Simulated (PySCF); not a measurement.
Cl$_{2}$Si, charge -1, doublet, geometry from GFN2-xTB (a state made from the parent by changing its charge; the spin is typed, not shown lowest) (in this run its highest filled SCF level lies above zero, so its values depend strongly on the basis, on diffuse functions most of all); PySCF with BLYP/pcseg-1.

PySCF was given this input:
```python
from pyscf import gto, scf, dft

mol = gto.Mole()
mol.atom = '''
    Si    0.00192852    0.00722659    1.06771357
    Cl    1.17861260    1.40733335   -0.45132240
    Cl   -1.18020079   -1.41328466   -0.42797112
'''
mol.basis = 'pcseg-1'
mol.charge = -1
mol.spin = 1
mol.verbose = 4
mol.symmetry = True
mol.build()

mf = dft.UKS(mol)
mf.xc = 'blyp'
mf.kernel()
mf.analyze()
```

Task: Predict the main parts of the log of this PySCF run.

Result: 
```
PySCF version 2.14.0

[INPUT] verbose = 4
[INPUT] num. atoms = 3
[INPUT] num. electrons = 49
[INPUT] charge = -1
[INPUT] spin (= nelec alpha-beta = 2S) = 1
[INPUT] symmetry True subgroup None
[INPUT] Mole.unit = angstrom
[INPUT] Symbol           X                Y                Z      unit          X                Y                Z       unit  Magmom
[...]
nuclear repulsion = 147.539566587181
point group symmetry = C2v
symmetry origin: [ 1.96846450e-09 -3.93692782e-10  5.51170113e-09]
symmetry axis x: [-0.76711888  0.64149816 -0.00295626]
symmetry axis y: [-0.64150243 -0.76709472  0.00635061]
symmetry axis z: [0.00180617 0.00676812 0.99997546]
num. orbitals of irrep A1 = 22
num. orbitals of irrep A2 = 6
num. orbitals of irrep B1 = 9
num. orbitals of irrep B2 = 17
number of shells = 9
number of NR pGTOs = 132
number of NR cGTOs = 54
basis = pcseg-1
ecp = {}

******** <class 'pyscf.dft.uks_symm.SymAdaptedUKS'> ********
method = SymAdaptedUKS
initial guess = minao
damping factor = 0
level_shift factor = 0
DIIS = <class 'pyscf.scf.diis.CDIIS'>
diis_start_cycle = 1
diis_space = 8
diis_damp = 0
SCF conv_tol = 1e-09
SCF conv_tol_grad = None
SCF max_cycles = 50
direct_scf = True
direct_scf_tol = 1e-13
number electrons alpha = 25  beta = 24
XC library pyscf.dft.libxc version 7.1.2
    S. Lehtola, C. Steigemann, M. J. T. Oliveira, and M. A. L. Marques,  SoftwareX 7, 1–5 (2018)
XC functionals = blyp
    A. D. Becke,  Phys. Rev. A 38, 3098 (1988)
    C. Lee, W. Yang, and R. G. Parr,  Phys. Rev. B 37, 785 (1988)
    B. Miehlich, A. Savin, H. Stoll, and H. Preuss,  Chem. Phys. Lett. 157, 200 (1989)
radial grids:
    Treutler-Ahlrichs [JCP 102, 346 (1995); DOI:10.1063/1.469408] (M4) radial grids

becke partition: Becke, JCP 88, 2547 (1988); DOI:10.1063/1.454033
pruning grids: <function nwchem_prune>
grids dens level: 3
symmetrized grids: True
atomic radii adjust function: <function treutler_atomic_radii_adjust>
small_rho_cutoff = 0
Freeze 0 electrons in irreps []
    49 free electrons in irreps A1 A2 B1 B2
Set gradient conv threshold to 3.16228e-05
tot grids = 56944
init E= -1209.78444469004

cycle= 1 E= -1209.90210096831  delta_E= -0.118  |g|= 0.295  |ddm|= 1.33
cycle= 2 E= -1209.64541249441  delta_E= 0.257  |g|= 0.672  |ddm|=  1.4
cycle= 3 E= -1209.96474665936  delta_E= -0.319  |g|= 0.0555  |ddm|= 0.999
cycle= 4 E= -1209.9671407898  delta_E= -0.00239  |g|= 0.0241  |ddm|= 0.186
cycle= 5 E= -1209.96756400476  delta_E= -0.000423  |g|= 0.00477  |ddm|= 0.0379
cycle= 6 E= -1209.96758664043  delta_E= -2.26e-05  |g|= 0.000538  |ddm|= 0.0126
cycle= 7 E= -1209.96758693613  delta_E= -2.96e-07  |g|= 0.000263  |ddm|= 0.00162
cycle= 8 E= -1209.96758699028  delta_E= -5.41e-08  |g|= 5.94e-05  |ddm|= 0.000519
cycle= 9 E= -1209.96758699335  delta_E= -3.07e-09  |g|= 7.5e-06  |ddm|= 0.000135
cycle= 10 E= -1209.96758699342  delta_E= -6.89e-11  |g|= 3.35e-06  |ddm|= 3.43e-05
Extra cycle  E= -1209.96758699341  delta_E= 1.18e-11  |g|= 5.26e-06  |ddm|= 1.88e-05
converged SCF energy = -1209.96758699341  <S^2> = 0.7525859  2S+1 = 2.0025842
**** SCF Summaries ****
Total Energy =                       -1209.967586993407849
Nuclear Repulsion Energy =             147.539566587181355
One-electron Energy =                -1976.746601728524183
Two-electron Energy =                  619.239448147935150
Two-electron Coulomb Energy =          696.791549203140676
DFT Exchange-Correlation Energy =      -77.552101055205526
Wave-function symmetry = B1
alpha occupancy for each irrep:     A1   A2   B1   B2
                                    11    2    4    8
beta  occupancy for each irrep:     A1   A2   B1   B2
                                    11    2    3    8
**** MO energy ****
alpha MO #1 (A1 #1), energy= -100.501463532882 occ= 1
alpha MO #2 (B2 #1), energy= -100.501460908448 occ= 1
alpha MO #3 (A1 #2), energy= -65.3107127576705 occ= 1
alpha MO #4 (A1 #3), energy= -8.95333410515029 occ= 1
alpha MO #5 (B2 #2), energy= -8.95333286118893 occ= 1
[...]
alpha MO #47 (B2 #15), energy= 0.887506724910252 occ= 0
alpha MO #48 (A1 #20), energy= 0.889123325475891 occ= 0
alpha MO #49 (B2 #16), energy= 0.893262705626484 occ= 0
alpha MO #50 (A2 #6), energy= 0.923215598709396 occ= 0
alpha MO #51 (B1 #9), energy= 0.927935774125611 occ= 0
alpha MO #52 (A1 #21), energy= 0.960891703467623 occ= 0
alpha MO #53 (A1 #22), energy= 1.13250441351197 occ= 0
alpha MO #54 (B2 #17), energy= 1.20077432312752 occ= 0
beta  MO #1 (A1 #1), energy= -100.501156115972 occ= 1
beta  MO #2 (B2 #1), energy= -100.501153494611 occ= 1
beta  MO #3 (A1 #2), energy= -65.3081317412989 occ= 1
beta  MO #4 (A1 #3), energy= -8.95306468808751 occ= 1
beta  MO #5 (B2 #2), energy= -8.95306346607303 occ= 1
beta  MO #6 (B2 #3), energy= -6.78653869895452 occ= 1
beta  MO #7 (A1 #4), energy= -6.78653688621135 occ= 1
beta  MO #8 (B2 #4), energy= -6.78164536597424 occ= 1
beta  MO #9 (A1 #5), energy= -6.78164098213842 occ= 1
beta  MO #10 (B1 #1), energy= -6.78105197363246 occ= 1
beta  MO #11 (A2 #1), energy= -6.78105166981921 occ= 1
beta  MO #12 (A1 #6), energy= -4.8943867824051 occ= 1
beta  MO #13 (B2 #5), energy= -3.31899087577378 occ= 1
beta  MO #14 (A1 #7), energy= -3.31739007927272 occ= 1
beta  MO #15 (B1 #2), energy= -3.30997548513232 occ= 1
beta  MO #16 (A1 #8), energy= -0.520222712921619 occ= 1
beta  MO #17 (B2 #6), energy= -0.511603291707853 occ= 1
beta  MO #18 (A1 #9), energy= -0.219197175106184 occ= 1
beta  MO #19 (B2 #7), energy= -0.129509793302167 occ= 1
beta  MO #20 (A1 #10), energy= -0.0962091203831776 occ= 1
beta  MO #21 (B1 #3), energy= -0.0883333244070597 occ= 1
beta  MO #22 (A2 #2), energy= -0.0766214683673828 occ= 1
beta  MO #23 (B2 #8), energy= -0.0725462476944361 occ= 1
beta  MO #24 (A1 #11), energy= -0.0489263460552898 occ= 1
beta  MO #25 (B1 #4), energy= 0.0867529816074587 occ= 0
beta  MO #26 (A1 #12), energy= 0.129270631606916 occ= 0
beta  MO #27 (B2 #9), energy= 0.132339592893185 occ= 0
beta  MO #28 (A1 #13), energy= 0.316582155151207 occ= 0
beta  MO #29 (B2 #10), energy= 0.31740723439737 occ= 0
beta  MO #30 (A1 #14), energy= 0.33810396796774 occ= 0
beta  MO #31 (B1 #5), energy= 0.347876976349393 occ= 0
beta  MO #32 (A1 #15), energy= 0.488255284460883 occ= 0
beta  MO #33 (B2 #11), energy= 0.501626171422982 occ= 0
beta  MO #34 (A1 #16), energy= 0.525025210827361 occ= 0
beta  MO #35 (A2 #3), energy= 0.528279366094834 occ= 0
beta  MO #36 (B1 #6), energy= 0.536697606777253 occ= 0
beta  MO #37 (B2 #12), energy= 0.593898308274025 occ= 0
beta  MO #38 (A1 #17), energy= 0.69786048541752 occ= 0
beta  MO #39 (B2 #13), energy= 0.71795575285673 occ= 0
beta  MO #40 (A1 #18), energy= 0.724167990623113 occ= 0
beta  MO #41 (A2 #4), energy= 0.726920416849911 occ= 0
beta  MO #42 (B1 #7), energy= 0.737209149861214 occ= 0
beta  MO #43 (B2 #14), energy= 0.769335624621551 occ= 0
beta  MO #44 (A1 #19), energy= 0.819392023458693 occ= 0
beta  MO #45 (A2 #5), energy= 0.888717217557948 occ= 0
beta  MO #46 (B2 #15), energy= 0.88907598375504 occ= 0
beta  MO #47 (B1 #8), energy= 0.889090951060765 occ= 0
beta  MO #48 (A1 #20), energy= 0.891964824758667 occ= 0
beta  MO #49 (B2 #16), energy= 0.894294948996559 occ= 0
beta  MO #50 (A2 #6), energy= 0.934249690059663 occ= 0
beta  MO #51 (B1 #9), energy= 0.937965013474418 occ= 0
beta  MO #52 (A1 #21), energy= 0.962346499371082 occ= 0
beta  MO #53 (A1 #22), energy= 1.14240226487853 occ= 0
beta  MO #54 (B2 #17), energy= 1.20292056424886 occ= 0
 ** Mulliken pop alpha/beta on meta-lowdin orthogonal AOs **
 ** Mulliken pop       alpha | beta **
In total            25.00000 | 24.00000
 ** Mulliken atomic charges   ( Nelec_alpha | Nelec_beta ) **
charge of  0Si =     -0.05127  (     7.49054      6.56074 )
charge of  1Cl =     -0.47436  (     8.75473      8.71963 )
charge of  2Cl =     -0.47436  (     8.75473      8.71963 )

WARN: System has nonzero charge -1; the dipole moment is origin-dependent.
Location of origin: [0. 0. 0.]

Dipole moment(X, Y, Z, Debye):  0.00076,  0.00285,  0.42114
```
